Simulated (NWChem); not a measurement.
InNH3F; SMILES [F][InH][NH2]

```xyz
6

In    -0.2934    -0.0047     0.0003
H     -1.9771    -0.2167    -0.0830
F      0.8193    -1.6283    -0.0044
N      0.9249     1.5902    -0.0462
H      1.9019     1.4595     0.1963
H      0.6047     2.5098     0.2366
```
Atoms are numbered in this order, from 1.

Results from NWChem. Geometry: optimised at PBE0/def2-SVP. def2 effective core potentials on In; no spin-orbit coupling.

For level PBE/def2-SVP (core potentials):

```
Item                         Value
---------------------------  -----
highest occupied level (eV)  -5.85
orbital gap (eV)              4.18
dipole (D)                    3.10
```

### Question
Estimate the same quantities for level PBE/STO-3G (all-electron, non-relativistic).

### Answer
The highest occupied level (eV) is -1.55 and the orbital gap (eV) is 3.93. The dipole (D) is 1.35.
